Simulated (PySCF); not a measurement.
F3Ge, SMILES [F][Ge]([F])[F], multiplicity 2.

The structure is a stationary point at PBE0-D3(BJ)/def2-SVP. The isomer is the one that the SMILES or the coordinates give; other isomers of the formula were not compared.

Calculation: PBE0-D3(BJ)/def2-SVP (PySCF).

Frequencies are harmonic and unscaled.

| mode | ν (cm⁻¹) | IR (km/mol) | moving atoms (share of kinetic energy) |
|---|---|---|---|
| 1 | 209 | 10.6 | F 89 %, Ge 11 % |
| 2 | 209 | 10.6 | F 89 %, Ge 11 % |
| 3 | 264 | 38.6 | F 67 %, Ge 33 % |
| 4 | 698 | 26.6 | F 89 %, Ge 11 % |
| 5 | 740 | 90.6 | F 74 %, Ge 26 % |
| 6 | 740 | 90.6 | F 74 %, Ge 26 % |
